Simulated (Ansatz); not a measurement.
The cluster Sn5⁻, relaxed as a doublet with UKS PBE-D4/def2-SVPD in Ansatz, starting from the GFN1-xTB geometry. Force threshold 0.02 eV/Å.

In the def2 sets Sn takes a core potential; there is no spin–orbit coupling. The structure comes from a short search, and lower isomers may exist.

Start:

```tsv
atom	x (Å)	y (Å)	z (Å)
Sn1	-0.903	1.397	0.637
Sn2	-0.201	0.840	-2.119
Sn3	1.779	0.075	-0.135
Sn4	-0.872	-1.475	-0.503
Sn5	0.197	-0.837	2.120
```

```
step  energy (eV)  largest force component (eV/Å)  SCF passes
   1  -29164.0629                           0.717          69
   2  -29164.2000                           0.296          40
   3  -29164.2245                           0.074          30
   4  -29164.2250                           0.017          32
   5  -29164.2251                           0.004          24
```

Force components are those of the run's own axes.

End:

```
atom   x (Å)   y (Å)   z (Å)
 Sn1  -0.864   1.337   0.609
 Sn2  -0.246   0.925  -2.166
 Sn3   1.864   0.088  -0.139
 Sn4  -0.919  -1.539  -0.522
 Sn5   0.165  -0.811   2.218
```

By distances, no bond broke or formed. The bond that changes most is Sn3–Sn4, from 3.09 to 3.25 Å (atoms count from 1).

The force fell under the threshold at step 4, but the optimiser went on. No frequencies were taken in this run, so the end may be a saddle point.

Run time 44 s (4 threads of Arm Neoverse N1 on a shared host).
